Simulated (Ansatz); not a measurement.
Input and output for `B1C=NCS1`.

```yaml
crystal:
  periodic: [false, false, false]
  atoms:
    - {symbol: B, position_ang: [-0.231527, 1.209622, -0.640461]}
    - {symbol: C, position_ang: [1.045348, 0.334226, -0.407995]}
    - {symbol: N, position_ang: [0.887021, -0.755559, 0.242289]}
    - {symbol: C, position_ang: [-0.449724, -0.993274, 0.652955]}
    - {symbol: S, position_ang: [-1.570030, 0.358931, 0.117917]}
    - {symbol: H, position_ang: [-0.338529, 2.248552, -1.207183]}
    - {symbol: H, position_ang: [2.055032, 0.564972, -0.747307]}
    - {symbol: H, position_ang: [-0.810618, -1.935409, 0.230295]}
    - {symbol: H, position_ang: [-0.498474, -1.078460, 1.742391]}
basis:
  gaussian: {orbitals: x2c-TZVPPall}
magnetization: {spin_polarized: true, initial_magnetization: 0}
hamiltonian: {xc: {name: RPBE}, dispersion: d4}
output: {forces: true}
```

```sh
$ ansatz run in.yaml --threads 2 --pin off --events-out ev --progress --plain --max-ram 4352MiB
```

Output, abridged:

```
Functional definition: RPBE
1213 factors; their error is unknown
mean field evaluation 1: about -15159.7846 eV, gradient 5.3e1 eV
mean field evaluation 2: about -15052.9785 eV, gradient 1.4e2 eV
mean field evaluation 4: about -15170.4257 eV, gradient 2.8e1 eV
mean field evaluation 8: about -15174.0047 eV, gradient 2.9e-1 eV
mean field evaluation 16: about -15173.9757 eV, gradient 7.7e-3 eV
mean field -15173.97568275 eV, -557.6333210509 hartree, gradient 4.2e-5 eV, S^2 0.000000; 0 other end points of the search recorded, 0 dependent functions left out
reference -15173.97572305 eV, -557.6333225318 hartree; 22, 22 occupied and 200, 200 virtual orbitals, 1213 factors
Total energy: -15174.84986778 eV, -557.6654467584 hartree
Relativity: scalar
Atom 0 at    -0.231527     1.209622    -0.640461 Å, force     0.140291     0.190286    -0.137058 eV/Å
Atom 1 at     1.045348     0.334226    -0.407995 Å, force     0.056320     0.785457    -0.456957 eV/Å
Atom 2 at     0.887021    -0.755559     0.242289 Å, force     0.363635    -0.948944     0.462518 eV/Å
Atom 3 at    -0.449724    -0.993274     0.652955 Å, force    -0.000009    -0.208125     0.118219 eV/Å
Atom 4 at    -1.570030     0.358931     0.117917 Å, force    -0.646828     0.211893     0.013490 eV/Å
Atom 5 at    -0.338529     2.248552    -1.207183 Å, force    -0.026953     0.137029    -0.071988 eV/Å
Atom 6 at     2.055032     0.564972    -0.747307 Å, force     0.238134     0.067830    -0.087352 eV/Å
Atom 7 at    -0.810618    -1.935409     0.230295 Å, force    -0.095412    -0.208595    -0.080902 eV/Å
Atom 8 at    -0.498474    -1.078460     1.742391 Å, force    -0.029179    -0.026830     0.240028 eV/Å
Dipole moment:    -0.046383    -0.086709     0.058708 e Å
```

Run time 2.4 s (2 threads of an AMD EPYC 9B45 on a shared host); peak host memory 0.43 GiB.
